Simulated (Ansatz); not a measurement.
ClGeH5OSi can be A, `Cl[SiH2][O][GeH3]`, or B, `O[SiH](Cl)[GeH3]`.

Isolated molecules relaxed with PBE0-D4/def2-TZVP in Ansatz; ΔE leaves out vibrations. CBS: MP2 limit from def2 TZ/QZ plus the TZ coupled-cluster correction, frozen cores. Functionals use def2-TZVPP. B3LYP here is the variant with VWN-RPA as its local correlation; programs differ in this. For Ge outer-core shells are correlated without core-valence functions, which leaves a few kJ/mol of doubt a bond. Scalar relativity is left out up to krypton. Each species was taken in one conformer, which may not be the lowest.

(1) Which is lower in electronic energy at CCSD(T)/CBS, and by how much? (Estimate.)

(2) Give E(B) − E(A) in kJ/mol with PBE-D4, CCSD/def2-TZVPP, B3LYP-D4, B3LYP, ωB97M-V, PBE0-D4, B2PLYP. (Best estimate.)

Largest T1 diagnostic: 0.012.

## Answers

(1) Ansatz gave: A, by 28.9 kJ/mol.

(2) Computed: PBE-D4 8.6, CCSD/def2-TZVPP 36.3, B3LYP-D4 28.4, B3LYP 28.2, ωB97M-V 29.5, PBE0-D4 15.3, B2PLYP 33.9. None reverses the order clearly.

In def2-TZVPP, CCSD(T) changes the Hartree–Fock value by −23.8 kJ/mol (the triples alone add −2.3 kJ/mol) and MP2 by −20.3 kJ/mol. From PBE to PBE0 (25 % exact exchange), in def2-TZVPP and without D4, E(B) − E(A) moves by +6.8 kJ/mol.
